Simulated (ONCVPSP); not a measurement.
## Reading a pseudo-wave (aluminium (Al))

Columns: radius, all-electron u(r) and pseudo u(r) of the 3s shell (level -7.83 eV) of aluminium in the configuration [Ne] 3s2 3p1; LDA (Perdew-Wang 92), scalar-relativistic, ONCV scheme, ONCVPSP 4.0.1.

```
r (bohr)  all-electron  pseudo
   0.115        0.0967  0.0350
   0.230       -0.1386  0.0696
   0.345       -0.2791  0.1039
   0.460       -0.2966  0.1396
   0.575       -0.2313  0.1781
   0.690       -0.1226  0.2206
   0.805        0.0029  0.2663
   0.920        0.1287  0.3136
   1.035        0.2455  0.3604
   1.150        0.3486  0.4058
   1.265        0.4363  0.4503
   1.380        0.5083  0.4946
   1.495        0.5654  0.5391
   1.610        0.6089  0.5819
   1.725        0.6401  0.6198
   1.840        0.6605  0.6489
   1.955        0.6715  0.6668
   2.070        0.6746  0.6735
   2.185        0.6710  0.6709
   2.300        0.6618  0.6618
   2.415        0.6481  0.6481
   2.530        0.6309  0.6309
   2.645        0.6109  0.6109
   2.760        0.5888  0.5888
   2.875        0.5652  0.5652
   2.990        0.5407  0.5407
```

Question: How many radial nodes do the two functions have?

Answer: The all-electron 3s function has n − l − 1 = 2; the pseudo-wave has 0, since the states of the same l below it are removed with the core.

Question: At about which radius was the pseudo-wave matched?

Answer: 2.30 bohr, where the columns begin to agree (steps of 0.12 bohr).

Question: Is the pseudo-wave norm-conserving?

Answer: Yes: the ONCV scheme keeps the norm inside the radius equal to the all-electron one, which fixes the energy derivative of the logarithmic derivative at the level.
